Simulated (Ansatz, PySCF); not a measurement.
System: CNO, net charge 0, doublet state. It need not be the lowest isomer of its formula. 
Geometry from a B3LYP-D3(BJ)/def2-TZVP (Ansatz, a first-principles code) optimisation:
```xyz
3

N      0.0000     0.0000    -1.2622
C      0.0000     0.0000    -0.0406
O      0.0000     0.0000     1.1348
```
Charge 0, spin multiplicity 2.

Quantity: vertical ionisation energy (to the triplet state of charge +1; each state is the SCF solution reached for its spin; the UHF <S^2> is 2.27 for the triplet (pure: 2.00)), in eV. Correlated levels leave the core frozen unless marked. Open shells are spin-unrestricted. Spin-orbit coupling is left out. Non-relativistic. 

```csv
level,program,vertical ionisation energy (eV)
SVWN5/def2-TZVPD,Ansatz,12.29
PBE/def2-TZVPD,Ansatz,12.01
r2SCAN/def2-TZVPD,Ansatz,12.01
B3LYP/def2-TZVPD,Ansatz,12.14
PBE0/def2-TZVPD,Ansatz,12.04
BHLYP/def2-TZVPD,Ansatz,11.97
CAM-B3LYP/def2-TZVPD,Ansatz,12.18
wB97M-V/def2-TZVPD,Ansatz,12.02
wB97X-V/def2-TZVPD,Ansatz,12.08
CCSD/aug-cc-pVDZ,Ansatz,11.71
CCSD/aug-cc-pVTZ,Ansatz,11.93
CCSD(T)/aug-cc-pVDZ,Ansatz,11.77
CCSD(T)/aug-cc-pVTZ,Ansatz,12.00
```

For comparison, minus the highest occupied orbital energy (PySCF): 7.67 eV at PBE/def2-TZVPD, 10.51 eV at M06-2X/def2-TZVPD, 9.22 eV at PW6B95/def2-TZVPD.
